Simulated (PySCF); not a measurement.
C₃H₆ClFSi, SMILES C/C(Cl)=C/[SiH2]F. Geometry: PBE-D3(BJ)/def2-SVP. The structure was generated by enumeration; whether it is a known compound was not checked. Other conformers were not sampled.

Computed equilibrium geometry at PBE-D3(BJ)/def2-SVP (PySCF confirms it by a frequency run) as bond lengths and angles, and its point group (one conformer of several):
point group Cs.
Atoms: C1 C2 Cl3 C4 Si5 F6 H7 H8 H9 H10 H11 H12. Bond lengths (Å): C1–C2 1.495, C1–H7 1.110, C1–H8 1.110, C1–H9 1.107, C2–Cl3 1.772, C2–C4 1.348, C4–Si5 1.869, C4–H10 1.104, Si5–F6 1.645, Si5–H11 1.501, Si5–H12 1.501. Angles (°): C2–C1–H7 110.7, C2–C1–H8 110.7, C2–C1–H9 110.5, H7–C1–H8 106.9, H7–C1–H9 109.0, H8–C1–H9 109.0, C1–C2–Cl3 113.3, C1–C2–C4 128.5, Cl3–C2–C4 118.2, C2–C4–Si5 123.5, C2–C4–H10 116.9, Si5–C4–H10 119.6, C4–Si5–F6 106.6, C4–Si5–H11 111.8, C4–Si5–H12 111.8, F6–Si5–H11 107.8, F6–Si5–H12 107.8, H11–Si5–H12 110.8.
